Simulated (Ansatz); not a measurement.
One change: `[O]=[Mo]([F])([F])=[S]` becomes `[NH2][Mo](=[O])([F])=[S]`.

Ansatz, PBE0-D4/def2-TZVP geometries, multiplicity 1. Each molecule was computed in one conformer, which needn't be the lowest.

Elements past krypton have def2 core potentials.

```
                                                                                  property  `[O]=[Mo]([F])([F])=[S]`
ideal-gas entropy at 298 K and 1 bar (rigid rotor, harmonic PBE0-D4/def2-TZVP) / J/(mol·K)                       332
                                                       HOMO energy (B3LYP/def2-TZVPP) / eV                     -8.24
                                                     HOMO energy (ωB97M-V/def2-TZVPP) / eV                    -10.57
                                          size of the dipole moment (B3LYP/def2-TZVPP) / D                      0.62
                                        size of the dipole moment (ωB97M-V/def2-TZVPP) / D                      0.59
                                            size of the dipole moment (PBE/def2-TZVPP) / D                      0.63
```

(1) What does the change do to each property? (An estimate is asked.)

Answers

(1) Ansatz gave: 
| property | `[NH2][Mo](=[O])([F])=[S]` | shift |
| --- | --- | --- |
| ideal-gas entropy at 298 K and 1 bar (rigid rotor, harmonic PBE0-D4/def2-TZVP) / J/(mol·K) | 342 | 10 |
| HOMO energy (B3LYP/def2-TZVPP) / eV | -7.61 | 0.63 |
| HOMO energy (ωB97M-V/def2-TZVPP) / eV | -9.96 | 0.61 |
| size of the dipole moment (B3LYP/def2-TZVPP) / D | 3.67 | 3.05 |
| size of the dipole moment (ωB97M-V/def2-TZVPP) / D | 3.63 | 3.04 |
| size of the dipole moment (PBE/def2-TZVPP) / D | 3.62 | 2.99 |

The zero-point energy changes by 61.5 kJ/mol with +6 modes. Dipoles are sizes alone; their direction can turn.

B3LYP here is the variant with VWN-RPA as its local correlation; programs differ in this.
